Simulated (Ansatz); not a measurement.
## Nudged elastic band run: Cl3FGaH

input.yaml

```yaml
crystal:
  periodic: [false, false, false]
  atoms:
    - { symbol: Ga, position_ang: [0.009738, -0.003299, 0.073458] }
    - { symbol: Cl, position_ang: [0.009088, 0.372489, 2.230683] }
    - { symbol: Cl, position_ang: [1.869755, 0.177679, -0.970192] }
    - { symbol: Cl, position_ang: [-1.863762, 0.10134, -0.956444] }
    - { symbol: F, position_ang: [0.059262, -2.090617, 0.725045] }
    - { symbol: H, position_ang: [0.061919, -1.869092, 1.647149] }
basis:
  gaussian: { orbitals: def2-SVP }
hamiltonian:
  xc: b3lyp
  dispersion: d4
neb:
  order_check: false
  images: 9
  f_tol: 0.03
  max_iterations: 49
  spring: 0.5
  final_atoms:
    - { symbol: Ga, position_ang: [0.01935452, -0.47527115, -0.27504105] }
    - { symbol: Cl, position_ang: [0.02078493, 0.0052008, 2.35155357] }
    - { symbol: Cl, position_ang: [1.87898314, 0.3293545, -0.94985794] }
    - { symbol: Cl, position_ang: [-1.87845931, 0.24876402, -0.93453062] }
    - { symbol: F, position_ang: [0.05766598, -2.12768175, 0.38079486] }
    - { symbol: H, position_ang: [0.04767073, -1.29186641, 2.17678018] }
  initial_path:
    images:
      - { positions_ang: [[0.009738, -0.003299, 0.073458], [0.009088, 0.372489, 2.230683], [1.869755, 0.177679, -0.970192], [-1.863762, 0.10134, -0.956444], [0.059262, -2.090617, 0.725045], [0.061919, -1.869092, 1.647149]] }
      - { positions_ang: [[0.0071946, -0.00103183, 0.06077175], [0.00713117, 0.29027787, 2.30446769], [1.88296639, 0.1495973, -0.99842121], [-1.87975846, 0.0848938, -0.98680418], [0.06541428, -2.05223176, 0.70130252], [0.06305202, -1.78300538, 1.66838243]] }
      - { positions_ang: [[0.0046512, 0.00123535, 0.0480855], [0.00517434, 0.20806674, 2.37825238], [1.89617778, 0.12151559, -1.02665043], [-1.89575492, 0.0684476, -1.01716435], [0.07156656, -2.01384652, 0.67756004], [0.06418504, -1.69691876, 1.68961586]] }
      - { positions_ang: [[0.0021078, 0.00350252, 0.03539926], [0.00321751, 0.12585561, 2.45203706], [1.90938917, 0.09343389, -1.05487964], [-1.91175138, 0.05200141, -1.04752453], [0.07771884, -1.97546128, 0.65381756], [0.06531806, -1.61083214, 1.7108493]] }
      - { positions_ang: [[-0.0004356, 0.0057697, 0.02271301], [0.00126069, 0.04364448, 2.52582175], [1.92260056, 0.06535219, -1.08310886], [-1.92774785, 0.03555521, -1.0778847], [0.08387112, -1.93707605, 0.63007507], [0.06645108, -1.52474552, 1.73208273]] }
      - { positions_ang: [[-0.002979, 0.00803687, 0.01002676], [-0.00069614, -0.03856665, 2.59960644], [1.93581195, 0.03727048, -1.11133807], [-1.94374431, 0.01910901, -1.10824488], [0.0900234, -1.89869081, 0.60633259], [0.0675841, -1.4386589, 1.75331616]] }
      - { positions_ang: [[0.00148771, -0.08862473, -0.0469868], [0.00360007, -0.02981316, 2.54999587], [1.92444619, 0.09568729, -1.07904205], [-1.93068731, 0.06504001, -1.07350203], [0.08355191, -1.944489, 0.56122505], [0.06360143, -1.4093004, 1.83800896]] }
      - { positions_ang: [[0.00595441, -0.18528634, -0.10400036], [0.00789629, -0.02105967, 2.50038529], [1.91308043, 0.15410409, -1.04674602], [-1.91763031, 0.11097101, -1.03875917], [0.07708043, -1.99028719, 0.5161175], [0.05961875, -1.37994191, 1.92270177]] }
      - { positions_ang: [[0.01042111, -0.28194794, -0.16101392], [0.0121925, -0.01230618, 2.45077472], [1.90171466, 0.21252089, -1.01445], [-1.90457331, 0.15690201, -1.00401632], [0.07060895, -2.03608537, 0.47100995], [0.05563608, -1.35058341, 2.00739457]] }
      - { positions_ang: [[0.01488782, -0.37860955, -0.21802749], [0.01648872, -0.00355269, 2.40116414], [1.8903489, 0.2709377, -0.98215397], [-1.89151631, 0.20283301, -0.96927347], [0.06413746, -2.08188356, 0.42590241], [0.05165341, -1.32122491, 2.09208737]] }
      - { positions_ang: [[0.01935452, -0.47527115, -0.27504105], [0.02078493, 0.0052008, 2.35155357], [1.87898314, 0.3293545, -0.94985794], [-1.87845931, 0.24876402, -0.93453062], [0.05766598, -2.12768175, 0.38079486], [0.04767073, -1.29186641, 2.17678018]] }
```

Command:

```bash
$ ansatz run input.yaml --threads 2 --pin off --max-ram 3072MiB --backend cpu --events-out ev --progress --plain --runs-dir out
```

Output, in part (warnings, iteration lines, the closing report on the highest movable image, with atoms numbered from 0):

```
NEB end point (image 0): max|allowed force component| = 2.546e-2 eV/Å (the criterion of neb.relax_end_points is 1.000e-2)
NEB end point (image 10): max|allowed force component| = 3.532e-3 eV/Å (the criterion of neb.relax_end_points is 1.000e-2)
NEB iter   1: max|band force component| = 2.331e0 eV/Å  barrier→ = 1.0808 eV  barrier← = 0.7194 eV  Δτ_max = 0.2000 Å  (286 SCF iters)
NEB iter   2: max|band force component| = 1.188e0 eV/Å  barrier→ = 0.5237 eV  barrier← = 0.1623 eV  Δτ_max = 0.2000 Å  (259 SCF iters)
NEB iter   3: max|band force component| = 9.677e-1 eV/Å  barrier→ = 0.4689 eV  barrier← = 0.1076 eV  Δτ_max = 0.1676 Å  (254 SCF iters)
NEB iter   4: max|band force component| = 7.026e-1 eV/Å  barrier→ = 0.4612 eV  barrier← = 0.0999 eV  Δτ_max = 0.0694 Å  (256 SCF iters)
NEB iter   5: max|band force component| = 1.845e-1 eV/Å  barrier→ = 0.4388 eV  barrier← = 0.0775 eV  CI = image 6  Δτ_max = 0.0177 Å  (254 SCF iters)
NEB iter   6: max|band force component| = 3.205e-2 eV/Å  barrier→ = 0.4386 eV  barrier← = 0.0773 eV  CI = image 6  Δτ_max = 0.0041 Å  (255 SCF iters)
NEB iter   7: max|band force component| = 1.140e-2 eV/Å  barrier→ = 0.4385 eV  barrier← = 0.0772 eV  CI = image 6  Δτ_max = 0.0000 Å  (435 SCF iters)
Total energy: -92665.69370035 eV, -3405.4014324247 hartree
Atom 0 at     0.018173    -0.334702    -0.120726 Å, force    -0.005925    -0.011012    -0.008129 eV/Å
Atom 1 at     0.028892     0.009971     2.308560 Å, force    -0.008163     0.002503     0.005971 eV/Å
Atom 2 at     1.893728     0.241574    -0.956214 Å, force     0.001085    -0.001708    -0.000794 eV/Å
Atom 3 at    -1.887027     0.157561    -0.943356 Å, force     0.001479     0.007482     0.002807 eV/Å
Atom 4 at     0.048744    -2.039839     0.656372 Å, force     0.006105     0.002651    -0.001058 eV/Å
Atom 5 at     0.043490    -1.346065     1.805064 Å, force     0.005419     0.000083     0.001202 eV/Å
Dipole moment:     0.002838    -0.002523     0.243507 e Å
```

The run converged. Another band between the same ends (9 images) ends at a top of the same energy, where a vibrational analysis finds 1 clearly imaginary mode. The orbitals stay closed-shell, which can raise the energy where a bond breaks towards radicals; this wasn't checked here.

Final band (atoms are numbered from 1 in the order of the input):

```tsv
image	path coordinate (Å)	energy (kJ/mol)	F5–H6 (Å)	Cl2–H6 (Å)
0	0.00	0.0	0.95	2.32
1	0.14	0.7	0.96	2.14
2	0.28	4.5	0.97	1.98
3	0.42	12.8	1.01	1.83
4	0.56	25.5	1.07	1.69
5	0.69	38.1	1.19	1.56
6	0.83	42.3	1.34	1.45
7	0.97	40.0	1.50	1.38
8	1.10	36.9	1.66	1.34
9	1.24	35.3	1.82	1.32
10	1.37	34.9	1.98	1.31
```

Run time: 4.2 min on 2 threads of Arm Neoverse V1, on a shared host, peak memory 0.26 GiB.
